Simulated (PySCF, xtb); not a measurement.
Si(F)(NHMe)(OH)2 (CH6FNO2Si), SMILES CN[Si](O)(O)F. Other conformers were not sampled.

Harmonic wavenumbers (cm⁻¹) from GFN2-xTB in xtb 6.7.1 at its own minimum, in rising order: 71, 125, 140, 167, 192, 240, 264, 283, 294, 385, 502, 728, 795, 814, 889, 919, 975, 1073, 1113, 1173, 1375, 1423, 1487, 1501, 2923, 2967, 3036, 3481, 3684, 3700.

### Question
What does PySCF 2.14.0 with PBE0-D3(BJ)/def2-SVP give at its own minimum? (Estimate from the structure and the level; the computed values follow.)

### Answer
82, 144, 166, 213, 255, 304, 334, 346, 368, 444, 478, 730, 808, 813, 923, 960, 988, 1099, 1147, 1191, 1413, 1450, 1472, 1502, 3022, 3092, 3147, 3653, 3937, 3942. Paired by order, the mean absolute difference is 59 cm⁻¹ and the zero-point energies are 52.5 and 54.9 kcal/mol.
